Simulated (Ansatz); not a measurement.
`[CH3][Zn][Br]` and `[CH3][Zn][TeH]` differ in one atom or group.

Ansatz, PBE0-D4/def2-TZVP geometries, multiplicity 1. 

Elements past krypton have def2 core potentials. Scalar relativity is left out up to krypton. Spin–orbit coupling is left out; it splits and shifts lone-pair levels of the heavy atoms by tenths of an eV.

| property | `[CH3][Zn][Br]` |
| --- | --- |
| HOMO–LUMO gap (PBE/def2-TZVPP) / eV | 5.51 |
| size of the dipole moment (B3LYP/def2-TZVPP) / D | 2.38 |
| HOMO energy (ωB97M-V/def2-TZVPP) / eV | -10.39 |
| LUMO energy (PBE0/def2-TZVPP) / eV | -0.57 |
| LUMO energy (B3LYP/def2-TZVPP) / eV | -0.88 |
| LUMO energy (PBE/def2-TZVPP) / eV | -1.39 |

Task: What does the change do to each property? (Best estimate.)

Result: Computed: 
```tsv
property	`[CH3][Zn][TeH]`	shift
HOMO–LUMO gap (PBE/def2-TZVPP) / eV	3.87	-1.64
size of the dipole moment (B3LYP/def2-TZVPP) / D	1.39	-0.99
HOMO energy (ωB97M-V/def2-TZVPP) / eV	-8.40	1.99
LUMO energy (PBE0/def2-TZVPP) / eV	-0.72	-0.15
LUMO energy (B3LYP/def2-TZVPP) / eV	-0.96	-0.08
LUMO energy (PBE/def2-TZVPP) / eV	-1.48	-0.09
```

With PBE0 the HOMO rises by 1.81 eV and the LUMO falls by 0.15 eV, so the gap narrows by about 1.96 eV. PBE moves the HOMO by 1.54 eV and ωB97M-V by 1.99 eV. Dipoles are sizes alone; their direction can turn.

B3LYP here is the variant with VWN-RPA as its local correlation; programs differ in this.
